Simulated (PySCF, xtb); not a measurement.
O3Sn, SMILES [O]1[Sn]([O]1)=[O].

Harmonic wavenumbers (cm⁻¹) from GFN2-xTB (xtb) at its own minimum, in rising order: 76, 79, 447, 507, 781, 892.

Problem. What does B3LYP-D3(BJ)/def2-SVP (PySCF) give at its own minimum? (Estimate from the structure and the level; the computed values follow.)

Solution. 116, 133, 541, 553, 759, 827. Paired by order, the mean absolute difference is 54 cm⁻¹ and the zero-point energies are 4.0 and 4.2 kcal/mol.
